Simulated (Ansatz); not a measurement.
Species: C2H4N2, SMILES `CN=C=N` (charge 0, multiplicity 1).

### Question
Give a relaxed geometry from B3LYP-D3(BJ)/def2-TZVP run with Ansatz (a first-principles code).

### Answer
the end point of this relaxation (outside a Z-matrix the atoms follow the SMILES, hydrogens last).
Cartesian coordinates (Å) in one orientation:
```xyz
8

C     -1.234    -0.360     0.314
N      0.162    -0.661     0.069
C      1.128     0.059     0.173
N      2.176     0.660     0.381
H     -1.388     0.659     0.677
H     -1.624    -1.062     1.051
H     -1.800    -0.499    -0.608
H      2.581     1.204    -0.370
```
